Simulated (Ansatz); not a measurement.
Born–Oppenheimer molecular dynamics of Cl$_{2}$F$_{2}$GeH$_{2}$ (7 atoms, charge 0, multiplicity 1). It starts at the highest image of a converged band. Of that band: Neighbouring images differ by up to 1.3 eV, so the band resolves the path poorly. A vibrational analysis at the climbing image gives one clearly imaginary mode, 1025i cm⁻¹: a first-order saddle point.

These are results of Ansatz, RKS r2SCAN-D4/def2-SVP, not measurements.

| Item | Value |
| --- | --- |
| ensemble | NVE (velocity Verlet) |
| time step | 0.5 fs |
| steps asked | 200 |
| starting velocities drawn for | 300 K |
| seed | 4495 |

Frames 0.5 fs apart, positions in Å.

Velocities at 90 fs (Å/ps):

```
Ge -0.66 -1.55 -1.00
Cl -2.13 4.64 5.88
Cl 0.83 -2.68 -5.53
F 1.75 -3.29 14.50
F 1.77 -3.00 -10.34
H 22.30 93.74 1.82
H 4.70 67.79 -20.52
```

```xyz
7
Properties=species:S:1:pos:R:3 time_fs=90 energy_less_start_eV=-1.089 T=1985
Ge 0.167 -0.149 -0.028
Cl 0.434 0.101 2.288
Cl 2.085 -0.415 -1.025
F -0.232 1.554 0.002
F -1.133 -1.145 -0.605
H 1.716 7.359 0.867
H 1.570 7.868 0.349
7
Properties=species:S:1:pos:R:3 time_fs=90.5 energy_less_start_eV=-1.069 T=1955
Ge 0.166 -0.150 -0.029
Cl 0.433 0.103 2.291
Cl 2.085 -0.417 -1.027
F -0.231 1.552 0.009
F -1.132 -1.147 -0.610
H 1.728 7.406 0.868
H 1.573 7.902 0.339
7
Properties=species:S:1:pos:R:3 time_fs=91 energy_less_start_eV=-1.051 T=1927
Ge 0.166 -0.150 -0.029
Cl 0.432 0.105 2.293
Cl 2.085 -0.418 -1.030
F -0.231 1.550 0.016
F -1.131 -1.148 -0.615
H 1.739 7.451 0.871
H 1.574 7.938 0.327
7
Properties=species:S:1:pos:R:3 time_fs=91.5 energy_less_start_eV=-1.033 T=1899
Ge 0.166 -0.151 -0.029
Cl 0.431 0.107 2.296
Cl 2.086 -0.419 -1.033
F -0.230 1.548 0.023
F -1.130 -1.149 -0.620
H 1.751 7.496 0.874
H 1.576 7.974 0.314
7
Properties=species:S:1:pos:R:3 time_fs=92 energy_less_start_eV=-1.014 T=1869
Ge 0.166 -0.152 -0.030
Cl 0.430 0.110 2.298
Cl 2.086 -0.421 -1.036
F -0.229 1.546 0.029
F -1.129 -1.151 -0.625
H 1.763 7.540 0.877
H 1.578 8.010 0.302
7
Properties=species:S:1:pos:R:3 time_fs=92.5 energy_less_start_eV=-0.993 T=1836
Ge 0.165 -0.152 -0.030
Cl 0.429 0.111 2.301
Cl 2.086 -0.422 -1.038
F -0.228 1.544 0.036
F -1.128 -1.152 -0.630
H 1.774 7.586 0.880
H 1.580 8.046 0.290
7
Properties=species:S:1:pos:R:3 time_fs=93 energy_less_start_eV=-0.972 T=1804
Ge 0.165 -0.153 -0.030
Cl 0.428 0.113 2.303
Cl 2.086 -0.423 -1.041
F -0.228 1.542 0.042
F -1.126 -1.153 -0.635
H 1.786 7.631 0.882
H 1.582 8.080 0.279
7
Properties=species:S:1:pos:R:3 time_fs=93.5 energy_less_start_eV=-0.953 T=1776
Ge 0.165 -0.153 -0.030
Cl 0.427 0.115 2.305
Cl 2.086 -0.425 -1.043
F -0.227 1.540 0.049
F -1.125 -1.154 -0.640
H 1.797 7.678 0.882
H 1.584 8.114 0.269
7
Properties=species:S:1:pos:R:3 time_fs=94 energy_less_start_eV=-0.938 T=1753
Ge 0.165 -0.154 -0.030
Cl 0.425 0.117 2.307
Cl 2.085 -0.426 -1.046
F -0.226 1.537 0.054
F -1.123 -1.155 -0.645
H 1.807 7.726 0.881
H 1.587 8.147 0.260
7
Properties=species:S:1:pos:R:3 time_fs=94.5 energy_less_start_eV=-0.927 T=1734
Ge 0.165 -0.154 -0.029
Cl 0.424 0.118 2.308
Cl 2.085 -0.427 -1.048
F -0.226 1.535 0.060
F -1.121 -1.156 -0.649
H 1.817 7.775 0.879
H 1.591 8.179 0.254
7
Properties=species:S:1:pos:R:3 time_fs=95 energy_less_start_eV=-0.917 T=1719
Ge 0.165 -0.154 -0.029
Cl 0.423 0.120 2.310
Cl 2.085 -0.429 -1.051
F -0.225 1.533 0.066
F -1.119 -1.157 -0.654
H 1.826 7.825 0.875
H 1.595 8.210 0.248
7
Properties=species:S:1:pos:R:3 time_fs=95.5 energy_less_start_eV=-0.907 T=1703
Ge 0.165 -0.155 -0.029
Cl 0.422 0.121 2.312
Cl 2.084 -0.430 -1.053
F -0.225 1.530 0.071
F -1.117 -1.157 -0.659
H 1.835 7.875 0.870
H 1.600 8.241 0.243
```

Of the whole run (100 fs, mean temperature of the second half 2535 K): The conserved energy stayed within 0.073 meV per atom of its start (net change 0.032 meV per atom), so the integration is sound. The kinetic energy rose, since the run started high on the potential surface and went downhill. It ends in pieces (Cl2F2Ge + H2), so much of that is their flight and rotation, not heat. A run of 0.1 ps of so small a system gives no equilibrium averages. The orbitals stay closed-shell, which can raise the energy where a bond breaks towards radicals; this wasn't checked here.

The run took 6.4 min on 4 threads of Arm Neoverse V2 (shared host), peak memory 0.21 GiB.
